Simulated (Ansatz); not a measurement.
Input for Ansatz (a quantum-chemistry and plane-wave program): R-r2SCAN/def2-TZVPP on BH2I (SMILES BI), atoms moved off the minimum. Elements past Kr take the def2 small-core potentials; no spin–orbit coupling.

Ansatz 0.2 input:
```yaml
crystal:
  periodic: [false, false, false]
  atoms:
    - {symbol: B, position_ang: [-1.04106670, -1.54022370, 0.20083157]}
    - {symbol: H, position_ang: [-0.61416823, -2.29719104, 1.07496214]}
    - {symbol: H, position_ang: [-1.95811402, -1.71960580, -0.43787160]}
    - {symbol: I, position_ang: [0.13722486, 0.16720766, -0.00482380]}
basis:
  gaussian:
    orbitals: def2-TZVPP
hamiltonian:
  xc: {name: r2SCAN}
scf: {lower_state_search: off}
output: {forces: true}
```

The log:

```
WARN ansatz: RAYON_NUM_THREADS=1 ignored (pool sized by the plan → 1); use --threads N
Functional definition: r2SCAN
these checks for a lower state are left out or cut short: stability, starts, cluster_reference, orbital_swaps, neighbouring_geometries, increment
integrals: 0.03 GiB planned
654 factors; their error is unknown
mean field: 0.26 GiB planned
mean field evaluation 1: about -8808.5544 eV, gradient 3.5e1 eV
mean field evaluation 2: about -8803.4373 eV, gradient 5.6e1 eV
mean field evaluation 4: about -8812.6152 eV, gradient 2.7e0 eV
mean field evaluation 8: about -8812.6342 eV, gradient 1.7e-2 eV
mean field evaluation 16: about -8812.6211 eV, gradient 4.0e-4 eV
mean field -8812.62108146 eV, -323.8578513344 hartree, gradient 6.7e-6 eV, S^2 0.000000; 0 other end points of the search recorded, 0 dependent functions left out
the calculation of the forces begins
reference -8812.62109137 eV, -323.8578516986 hartree; 16, 16 occupied and 93, 93 virtual orbitals, 654 factors
Total energy: -8812.62109137 eV, -323.8578516986 hartree
Atom 0 at    -1.041067    -1.540224     0.200832 Å, force     1.653753    -0.674852     1.817682 eV/Å
Atom 1 at    -0.614168    -2.297191     1.074962 Å, force    -0.538355     0.448884    -0.746207 eV/Å
Atom 2 at    -1.958114    -1.719606    -0.437872 Å, force    -1.197410    -0.145301    -0.886919 eV/Å
Atom 3 at     0.137225     0.167208    -0.004824 Å, force     0.082011     0.371269    -0.184556 eV/Å
Dipole moment:    -0.049838    -0.050688    -0.005746 e Å
Checks for a lower state left out: stability, starts, cluster_reference, orbital_swaps, neighbouring_geometries, increment
```

Self-consistency was reached.

Cost: roughly 2.0 core-seconds.
